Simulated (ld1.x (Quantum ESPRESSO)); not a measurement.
Logarithmic derivatives: Zn (Z = 30), TM

zinc (Zn), norm-conserving Troullier–Martins (Kleinman–Bylander form), made with ld1.x (Quantum ESPRESSO) 7.5 (PBE, scalar-relativistic). Core [Ar], reference 3d10 4s2 4p0. Waves: 4p (bound, empty): rc 2.95 bohr; 3d (bound): rc 1.10 bohr; 4s (bound): rc 2.05 bohr. Local part: the s channel. Core correction: none.

The phase is arctan(r·u′/u) with u = r·R(r), unwrapped; energies in Ry, scanned from -3 to 5 Ry. A pole is an energy at which the radial function vanishes at the test radius. The pseudo phase is shifted by a multiple of π to meet the all-electron one at the reference energy, and phase errors are pseudo minus all-electron; the curves can meet again beyond the range given. Levels narrower than the energy grid can be missing from the lists of poles.

```csv
channel,radius (bohr),reference energy (Ry),"poles, all-electron","poles, pseudo",unbroken range about the reference energy with phases within 0.05 rad,phase error 1 Ry above the reference energy (rad)
s,3.21,-0.44,"0.12, 4.68","0.12, 4.24",below 1.6,-0.003
p,3.21,-0.08,0.93,0.92,below 2.7,-0.002
d,3.21,-0.75,"-0.72, 2.40","-0.72, 2.70",below 0.5,+0.018
```

Phases in the p channel:

```tsv
E (Ry)	all-electron	pseudo
-3.00	1.382	1.382
-2.76	1.373	1.373
-2.52	1.363	1.363
-2.28	1.351	1.350
-2.04	1.336	1.335
-1.80	1.317	1.317
-1.56	1.294	1.294
-1.32	1.263	1.263
-1.08	1.220	1.219
-0.84	1.153	1.153
-0.60	1.037	1.036
-0.36	0.786	0.786
-0.12	0.102	0.102
0.12	-0.870	-0.870
0.36	-1.280	-1.280
0.60	-1.450	-1.451
0.84	-1.545	-1.546
1.08	-1.610	-1.612
1.32	-1.664	-1.666
1.56	-1.716	-1.719
1.80	-1.773	-1.778
2.04	-1.846	-1.853
2.28	-1.954	-1.966
2.52	-2.149	-2.173
2.76	-2.582	-2.632
3.00	-3.427	-3.478
3.24	-4.046	-4.061
3.48	-4.311	-4.312
3.72	-4.441	-4.439
3.96	-4.519	-4.514
4.20	-4.570	-4.565
4.44	-4.608	-4.602
4.68	-4.637	-4.630
4.92	-4.661	-4.653
```
